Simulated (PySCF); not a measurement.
A structure optimised at PBE-D3(BJ)/def2-SVP, used in a PySCF frequency run:

```
Si
F 1 1.6336
F 1 1.6362 2 107.49
H 1 1.4984 2 107.87 3 -116.49
Si 1 2.3535 4 117.33 2 123.73
F 5 1.6448 1 108.24 4 -54.96
H 5 1.5022 6 109.18 1 120.11
H 5 1.5029 7 109.89 6 -119.01
```

Problem. Write its SMILES and formula.

Solution. F[SiH2][SiH](F)F, F3H3Si2

Problem. What are its rotational constants (standard atomic weights)?

Solution. 5.0524, 1.7030, 1.4008 GHz
